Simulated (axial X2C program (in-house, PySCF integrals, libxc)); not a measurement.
**Which molecule has these constants?**

All values come from calculations with an in-house relativistic program for diatomic molecules, spin-free (one-electron X2C) or two-component (2c: spin–orbit coupling with atomic mean-field Coulomb and Gaunt terms, which also bring small scalar terms), in Dyall basis sets with cores contracted in-house; open shells are unrestricted.

A two-component PBE0 calculation in a Dyall 3-zeta basis gave Re = 3.030 Å, ωe = 204.9 cm⁻¹, De = 1.62 eV, dipole magnitude 9.46 D, Ω = 3/2.

Question: Which molecule is it?
A. KSn
B. KPb
C. KC
D. KSi
E. KGe

Answer: D. The others have KPb 3.498 Å and 95.4 cm⁻¹ (Ω = 1/2); KGe 3.063 Å and 158.2 cm⁻¹ (Ω = 3/2); KSn 3.255 Å and 137.0 cm⁻¹ (Ω = 3/2); KC 2.515 Å and 358.0 cm⁻¹ (Ω = 3/2).

Each entry is the lowest single determinant of a limited PBE0 search at one distance. De goes to single-determinant-based atoms at the same level (for ions the charge split of lowest energy) and is withheld (n/a) where an atom does not fit its ground term or J level. Main or longest-lived isotopes. One determinant is a doubtful description, or other states lie close, for KSi, KPb, KGe, KSn, KC; these need not be ground states, and all values refer to the states named. With several unpaired electrons the Ω given is that of one determinant, not necessarily of the lowest component. Some light 2c atoms are not at their ground J level, so De misses part of their lowering (0.04 eV or less). The functionals have no current term, which raises determinants with orbital currents.
